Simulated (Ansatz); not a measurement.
Computed with Ansatz on PBE0-D4/def2-TZVP structures; ΔE is electronic, products minus reactants. CBS: MP2 limit from def2 TZ/QZ plus the TZ coupled-cluster correction, frozen cores. This one scheme is used for every species. DFT in def2-TZVPP. One conformer a species, not always the lowest.

`[F][AlH][CH](F)[SiH3]` + H₂ → `F[CH]([AlH2])[SiH3]` + H–F  (hydrogenolysis of the Al–F bond)

| species | PBE0-D4 energy (Eh) |
| --- | --- |
| `[F][AlH][CH](F)[SiH3]` | -772.41844 |
| H₂ | -1.16855 |
| `F[CH]([AlH2])[SiH3]` | -673.13017 |
| H–F | -100.39410 |

(1) Work out ΔE.

Largest T1 diagnostic among the species: 0.013.

## Answers

(1) ΔE = (-673.13017) + (-100.39410) − (-772.41844) − (-1.16855) = 0.06272 Eh = +164.7 kJ/mol. CCSD(T)/CBS gives +172.7 kJ/mol.

From PBE to PBE0 (25 % exact exchange), in def2-TZVPP and without D4, ΔE moves by −3.8 kJ/mol. In def2-TZVPP, CCSD(T) changes the Hartree–Fock value by +4.7 kJ/mol (the triples alone add +1.7 kJ/mol) and MP2 by +11.3 kJ/mol.
